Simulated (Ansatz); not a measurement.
`C=S` and `S=[CH][GeH3]` differ in one atom or group.

Ansatz, PBE0-D4/def2-TZVP geometries, multiplicity 1. 

Scalar relativity is left out up to krypton.

| property | `C=S` |
| --- | --- |
| LUMO energy (PBE/def2-TZVPP) / eV | -3.52 |
| HOMO–LUMO gap (PBE0/def2-TZVPP) / eV | 4.16 |
| zero-point energy (PBE0-D4/def2-TZVP) / kJ/mol | 65.1 |
| HOMO energy (ωB97M-V/def2-TZVPP) / eV | -8.89 |
| HOMO energy (PBE0/def2-TZVPP) / eV | -6.69 |
| HOMO–LUMO gap (PBE/def2-TZVPP) / eV | 1.93 |

Question: What does the change do to each property? (Estimate.)

Answer: The calculation gave: 
| property | `S=[CH][GeH3]` | shift |
| --- | --- | --- |
| LUMO energy (PBE/def2-TZVPP) / eV | -3.61 | -0.09 |
| HOMO–LUMO gap (PBE0/def2-TZVPP) / eV | 3.76 | -0.40 |
| zero-point energy (PBE0-D4/def2-TZVP) / kJ/mol | 102.5 | 37.4 |
| HOMO energy (ωB97M-V/def2-TZVPP) / eV | -8.58 | 0.31 |
| HOMO energy (PBE0/def2-TZVPP) / eV | -6.42 | 0.27 |
| HOMO–LUMO gap (PBE/def2-TZVPP) / eV | 1.64 | -0.29 |

With PBE0 the HOMO rises by 0.27 eV and the LUMO falls by 0.14 eV, so the gap narrows by about 0.41 eV. PBE moves the HOMO by 0.20 eV and ωB97M-V by 0.31 eV. The zero-point energy changes by 37.4 kJ/mol with +9 modes.
